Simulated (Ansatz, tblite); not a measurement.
Cost and result up the ladder for (MgS)2 ring (Mg₂S₂) (4 atoms). Charge 0, multiplicity 1. Geometry: PBE-D4/def2-TZVP.

```tsv
atom	x (Å)	y (Å)	z (Å)
Mg1	0.2045	0.2624	1.2735
S2	-1.6423	0.9915	0.0594
Mg3	-0.2045	-0.2624	-1.2735
S4	1.6423	-0.9916	-0.0594
```

Ansatz on 4 threads of Arm Neoverse V1 on a shared host; xTB runs through tblite on one thread. Times are rough, summed over both states, and most runs start from the orbitals of an earlier one. PBE0-D4/def2-TZVP serves as the yardstick here, not as an exact answer. The other state is a triplet.

The xTB rows come from tblite.

xTB has no spin-polarisation term.

| level | functions | vertical triplet (eV) | difference from PBE0-D4/def2-TZVP (eV) |
| --- | --- | --- | --- |
| PBE0-D4/def2-TZVP | 138 | 2.16 | 0.00 |
| PBE-D4/def2-TZVP (with forces) | 138 | 1.86 | -0.30 |
| GFN1-xTB | 26 | 2.15 | -0.01 |
| GFN2-xTB | 36 | 1.78 | -0.38 |
| r2SCAN-D4/def2-TZVP | 138 | 1.99 | -0.17 |

Question: Estimate how long each takes.

Answer: GFN1-xTB 0.006 s; GFN2-xTB 0.013 s; PBE-D4/def2-TZVP (with forces) 3.3 s; PBE0-D4/def2-TZVP 4.3 s; r2SCAN-D4/def2-TZVP 7.3 s. On shared hardware such times vary by a factor of up to 3.
